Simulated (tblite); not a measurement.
C₄H₁₃FSSi₂.
SMILES with atom numbers: `[CH3:1][CH2:2][Si@H:3]([CH2:4][S:5][CH3:6])[SiH2:7][F:8]` (hydrogens: H9, H10, H11 on C1; H12, H13 on C2; H14 on Si3; H15, H16 on C4; H17, H18, H19 on C6; H20, H21 on Si7)

Cartesian coordinates in Å at the GFN2-xTB level; atoms count from 1:
```
atom  x, y, z in Å
C1    -3.1130    0.2646    0.0628
C2    -2.0143   -0.6017    0.6640
Si3   -0.3127   -0.2570   -0.1285
C4     0.9342   -1.4843    0.6618
S5     2.2749   -1.9608   -0.4770
C6     3.1319   -0.3743   -0.6560
Si7    0.3202    1.9553    0.1716
F8     1.6181    1.9896    1.1392
H9    -3.1953    0.0880   -1.0068
H10   -2.9012    1.3207    0.2152
H11   -4.0769    0.0433    0.5178
H12   -2.2812   -1.6513    0.5316
H13   -1.9739   -0.4282    1.7413
H14   -0.3992   -0.6158   -1.5580
H15    0.4576   -2.4290    0.9190
H16    1.4033   -1.0915    1.5639
H17    3.3293    0.0426    0.3270
H18    2.5295    0.3122   -1.2460
H19    4.0668   -0.5821   -1.1669
H20   -0.6187    2.8149    0.8877
H21    0.8116    2.6616   -1.0093
```

All values are computed: GFN2-xTB (tblite) harmonic vibrations without scaling, gas phase. Errors from tens to a few hundred cm⁻¹ against measured bands are possible. Modes of hydrogen on silicon can be 10 to 20 % off. One conformer, not necessarily the lowest.

Harmonic wavenumbers (cm⁻¹): 29.6, 44.0, 61.3, 75.4, 93.7, 110.2, 115.8, 176.4, 188.6, 194.8, 238.0, 272.8, 296.5, 402.6, 430.5, 592.1, 607.0, 643.3, 658.3, 693.3, 711.3, 718.5, 733.4, 749.3, 769.7, 793.8, 798.0, 941.0, 944.5, 975.9, 1017.6, 1078.6, 1083.9, 1169.9, 1239.9, 1284.2, 1321.0, 1421.5, 1429.9, 1451.1, 1453.2, 1479.6, 1510.2, 1514.1, 2147.7, 2254.8, 2278.2, 2961.4, 2963.9, 2979.0, 2996.0, 3007.5, 3017.6, 3028.5, 3032.9, 3039.5, 3056.1.

A = 1315, B = 785.7, C = 541.2 MHz; mass 168.026 u (most abundant isotopes); point group C1, symmetry number 1.

Problem. Zero-point energy?

Solution. ½Σν̃ = 34639 cm⁻¹ = 414.37 kJ/mol.

Problem. Give the ideal-gas entropy at 400 K and 1 bar in the rigid-rotor, harmonic-oscillator model (classical rotation).

Solution. Translation 178.87, rotation 132.24, vibration 254.30: S = 565.4 J/(mol K).

Problem. And Cp and H(400 K) − H(0)?

Solution. Cp = 247.21 J/(mol K), of which vibrations give 213.95 (their classical limit is 57 R = 473.9); H(400 K) − H(0) = 61.52 kJ/mol without the zero-point energy, 48.22 from vibrations.

Problem. What must be added to the electronic energy to get the Gibbs energy at 400 K and 1 bar?

Solution. ZPE + [H(400 K) − H(0)] − T·S = 414.37 + 61.52 − 226.16 = 249.73 kJ/mol.

Problem. Which modes carry the vibrational entropy at 400 K?

Solution. 29.6 cm⁻¹: 26.94; 44.0 cm⁻¹: 23.65; 61.3 cm⁻¹: 20.90; 75.4 cm⁻¹: 19.19; 93.7 cm⁻¹: 17.40; 110.2 cm⁻¹: 16.06 J/(mol K); the other 51 give 130.15 together.

Hindered rotation and anharmonicity are outside this model. Other conformers, if any are populated, would add a mixing term that is left out. The structure is chiral; the term R ln 2 for an equal mix with its mirror image is left out.
